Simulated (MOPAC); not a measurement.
MOPAC input (PM6):

```
PM6 PRECISE GNORM=0.05 LET XYZ CHARGE=-1 GEO-OK AUX(PRECISION=9) THREADS=1
H5ClN3Si

N     0.53327400 1    1.53199500 1   -1.18050400 1
Si    0.09941500 1    0.13073900 1   -0.47653400 1
N     1.45401600 1   -0.99162700 1   -0.54197700 1
N    -1.39254100 1   -0.67725300 1   -0.94599700 1
Cl   -0.36231000 1    0.08124200 1    1.72455300 1
H    -0.20489400 1    2.21120600 1   -1.32460800 1
H     1.56848900 1   -1.55183500 1    0.29232900 1
H     2.31131000 1   -0.47649600 1   -0.70288100 1
H    -1.69755200 1   -1.42057800 1   -0.33142400 1
H    -1.37313800 1   -1.01554700 1   -1.89999200 1
```

From the output:

```
                                                       MOPAC v23.2.5 Linux

          FINAL HEAT OF FORMATION =       -111.89834 KCAL/MOL =    -468.18267 KJ/MOL

          COSMO AREA              =        125.95 SQUARE ANGSTROMS
          COSMO VOLUME            =        115.23 CUBIC ANGSTROMS

          GRADIENT NORM           =          0.04268          =       0.01350 PER ATOM
          IONIZATION POTENTIAL    =          4.306401 EV
          HOMO LUMO ENERGIES (EV) =         -4.306  5.945
          NO. OF FILLED LEVELS    =         16
          MOLECULAR WEIGHT        =        110.5981         POINT GROUP:  C1

          MOLECULAR DIMENSIONS (Angstroms)

            Atom       Atom       Distance
            H     9    H     6     4.46343
            H    10    H     8     4.10106
           Cl     5    H     7     3.23456

          SCF CALCULATIONS        =         58

   ATOM   CHEMICAL          X               Y               Z
  NUMBER   SYMBOL      (ANGSTROMS)     (ANGSTROMS)     (ANGSTROMS)

     1       N          0.25795374  *   1.42620300  *  -1.03485492  *
     2      Si          0.09833774  *   0.08441353  *  -0.40563955  *
     3       N          1.50823364  *  -0.91294669  *  -0.38286466  *
     4       N         -1.21442410  *  -0.86396142  *  -1.00668730  *
     5      Cl         -0.35737591  *   0.25153551  *   1.63812622  *
     6       H          0.36666567  *   2.29802622  *  -1.45159998  *
     7       H          1.45475022  *  -1.88917382  *  -0.60615419  *
     8       H          2.42214635  *  -0.55293785  *  -0.57160047  *
     9       H         -1.65091150  *  -1.54390792  *  -0.40703391  *
    10       H         -1.85176793  *  -0.53361189  *  -1.70169951  *

                             CARTESIAN COORDINATES

   1    N        0.257953744     1.426202995    -1.034854919
   2   Si        0.098337741     0.084413532    -0.405639546
   3    N        1.508233638    -0.912946685    -0.382864659
   4    N       -1.214424103    -0.863961416    -1.006687301
   5   Cl       -0.357375912     0.251535513     1.638126219
   6    H        0.366665667     2.298026218    -1.451599985
   7    H        1.454750224    -1.889173819    -0.606154188
   8    H        2.422146348    -0.552937850    -0.571600467
   9    H       -1.650911498    -1.543907924    -0.407033908
  10    H       -1.851767934    -0.533611891    -1.701699513

           Empirical Formula: H5 N3 Si Cl  =    10 atoms

      MOLECULAR POINT GROUP   :   C1

                  EIGENVALUES
 -25.68650 -25.25012 -22.99796 -20.65834 -12.97334 -12.26838 -11.75028  -9.06270
  -8.75473  -7.82576  -6.33325  -6.25278  -5.62133  -4.83196  -4.73122  -4.30640
   5.94535   6.53232   6.71262   7.02951   8.13661   8.52458   8.62543   8.79716
   9.54715  11.05949  11.24570  11.84090  11.96853  13.15861  97.64131  97.66227
  97.71574  97.81611  97.82654

              NET ATOMIC CHARGES AND DIPOLE CONTRIBUTIONS

  ATOM NO.   TYPE          CHARGE      No. of ELECS.   s-Pop       p-Pop       d-Pop
    1          N          -0.399825        5.3998     1.47814     3.92168
    2         Si          -0.300081        4.3001     0.87263     1.46535     1.96209
    3          N          -0.489772        5.4898     1.47272     4.01705
    4          N          -0.511924        5.5119     1.47634     4.03558
    5         Cl          -0.339521        7.3395     1.99073     5.34620     0.00259
    6          H           0.206480        0.7935     0.79352
    7          H           0.204949        0.7951     0.79505
    8          H           0.207343        0.7927     0.79266
    9          H           0.211277        0.7887     0.78872
   10          H           0.211074        0.7889     0.78893
 DIPOLE           X         Y         Z       TOTAL
 POINT-CHG.    -0.023    -1.058    -1.122     1.542
 HYBRID        -0.299    -0.930     0.141     0.987
 SUM           -0.323    -1.988    -0.981     2.240

          ATOMIC ORBITAL ELECTRON POPULATIONS

     Atom    s        px        py        pz      x^2-y^2     xz        z^2       yz        xy
    1  N   1.47814   1.41758   1.14963   1.35447
    2 Si   0.87263   0.53375   0.41943   0.51217   0.33694   0.28157   0.42286   0.38283   0.53789
    3  N   1.47272   1.20081   1.15361   1.66263
    4  N   1.47634   1.31935   1.39195   1.32428
    5 Cl   1.99073   1.90353   1.92810   1.51457   0.00008   0.00065   0.00099   0.00070   0.00017
    6  H   0.79352
    7  H   0.79505
    8  H   0.79266
    9  H   0.78872
   10  H   0.78893

 **********************
 *                    *
 * JOB ENDED NORMALLY *
 *                    *
 **********************

 == MOPAC DONE ==
```

The dipole moment of an ion depends on the origin.

The geometry given is a B3LYP-D3(BJ)/def2-TZVP minimum.
